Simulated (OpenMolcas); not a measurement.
**3d along the 19-electron sequence**

- Program: OpenMolcas
- Method: RASSCF
- Basis: ANO-RCC-VTZP
- Scalar Hamiltonian: DKH2, point nucleus
- Spin-orbit coupling: RASSI with atomic mean-field integrals over the reference wave functions, term energies averaged over their components

Active space for each ion: 7 electrons in 8 orbitals (RAS1 3p, at most 2 holes; RAS2 3d).

Computed levels in cm-1 above 2D 3/2:

```csv
Level,V4+,Cr5+,Mn6+,Fe7+
2D 5/2,665,979,1387,1869
weight of 2D in the lowest level (%),100,100,100,100
```

Measured, with the error of the calculation in %. Measured levels: V4+ from Sugar and Corliss, J. Phys. Chem. Ref. Data 7, 1191 (1978); Cr5+ from Sugar and Corliss, J. Phys. Chem. Ref. Data 6, 317 (1977); Mn6+ from Corliss and Sugar, J. Phys. Chem. Ref. Data 6, 1253 (1977); Fe7+ from Corliss and Sugar, J. Phys. Chem. Ref. Data 11, 135 (1982).

| Level | V4+ | Cr5+ | Mn6+ | Fe7+ |
| --- | --- | --- | --- | --- |
| 2D 5/2 | 625 (+6.4) | 940 (+4.2) | 1350 (+2.8) | 1836 (+1.8) |

The fine-structure level 2D 5/2 changes by a factor of 2.81 from V4+ to Fe7+. Its fourth root runs 5.08, 5.59, 6.10, 6.58, with steps per unit of Z of 0.52, 0.51, 0.47; equal steps would mean a (Z - σ)^4 law with constant σ.

Without dynamic correlation excited terms often stand tens of per cent too high (terms of higher spin than the ground term too low), and those without a measured partner can miss by more than the paired ones. Active for correlation alone: 3p; no level in the range computed is led by a configuration that opens it, so any true level of that kind is missing. Computed and measured levels are paired by configuration, term and J; levels that our copy of the source lacks, or whose pairing is in doubt (as where it misses far off the trend of its configuration), stay unpaired and out of the deviations. Levels of configurations outside the active space are missing.
